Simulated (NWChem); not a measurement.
Molecule: C3H6O; SMILES O(C=C)C

```xyz
10

C     -0.0956     1.8727     0.0029
C      0.3405     0.6118    -0.0032
O     -0.4867    -0.4506    -0.0042
C      0.1226    -1.7122     0.0032
H     -1.1638     2.0994     0.0086
H      0.6215     2.6933     0.0014
H      1.4142     0.3763    -0.0090
H     -0.6793    -2.4620     0.0008
H      0.7426    -1.8652     0.9052
H      0.7530    -1.8706    -0.8906
```
Atoms are numbered in this order, from 1.

Structure relaxed at the PBE0/def2-SVP level.

Q: List the 4 lowest vertical singlet excitations and the 4 lowest triplet ones from PBE0/def2-SVP, TDA (NWChem).

A: 
| state | energy (eV) | oscillator strength | leading excitation (squared amplitude) |
|---|---|---|---|
| S1 | 7.13 | 0.014 | HOMO → LUMO+1 (0.88) |
| S2 | 7.44 | 0.610 | HOMO → LUMO (0.87) |
| S3 | 7.84 | 0.008 | HOMO → LUMO+2 (0.88) |
| S4 | 8.43 | 0.001 | HOMO → LUMO+3 (0.78) |
| T1 | 4.12 | spin-forbidden | HOMO → LUMO (0.95) |
| T2 | 6.93 | spin-forbidden | HOMO → LUMO+1 (0.80) |
| T3 | 7.61 | spin-forbidden | HOMO → LUMO+2 (0.79) |
| T4 | 8.09 | spin-forbidden | HOMO → LUMO+3 (0.80) |
